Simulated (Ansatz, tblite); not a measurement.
Forces on the cluster KI2⁻ at its PBE0-D4/def2-TZVPD geometry. Charge -1, multiplicity 1.

In the def2 sets I takes a core potential; there is no spin–orbit coupling. The xTB rows come from tblite. The structure comes from a short search, and lower isomers may exist.

GFN1-xTB (tblite), largest force 0.63 eV/Å:

```xyz
3
positions Å, forces eV/Å
K    -0.002    0.007    0.001   -0.005   -0.010    0.000
I    -2.807   -1.656    0.096    0.545    0.324   -0.019
I     2.808    1.649   -0.097   -0.540   -0.315    0.019
```

GFN2-xTB (tblite), largest force 0.02 eV/Å:

```
K -0.007 -0.006 0.000
I -0.009 -0.004 0.000
I 0.016 0.010 0.000
```

ωB97X-V/def2-TZVPD (Ansatz), largest force 0.03 eV/Å:

```
K -0.007 -0.006 0.000
I 0.022 0.014 -0.001
I -0.015 -0.008 0.001
```
